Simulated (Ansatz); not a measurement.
Species: PbI, net charge 0, doublet state. 
Structure (B3LYP-D3(BJ)/def2-TZVP (Ansatz, an electronic-structure program) minimum search):
```xyz
2

Pb     0.0000     0.0000    -1.1115
I      0.0000     0.0000     1.7197
```
Charge 0, spin multiplicity 2.

Basis-set convergence of Hartree-Fock and MP2 correlation energies (hartree) with Ansatz. Correlated levels leave the core frozen unless marked. UHF or UKS for open shells. Spin-orbit coupling is left out. Frozen are the shells of the preceding noble gas and the d and f shells that filled before the atom's block. In def2 rows, elements after Kr have scalar-relativistic effective core potentials.

```tsv
basis	functions	E(HF)	E(corr, MP2)
def2-SVP	52	-488.54574	-0.13587
def2-TZVPP	100	-488.55944	-0.18683
def2-QZVPP	164	-488.56169	-0.21182
```

Extrapolating the two largest sets (X = 3 and 4) as X^-3: E(corr) = (64·(-0.21182) - 27·(-0.18683))/37 = -0.2301 Eh, an estimate of the basis-set limit. The largest set recovers 92.1 % of it, the smallest 59.1 %.
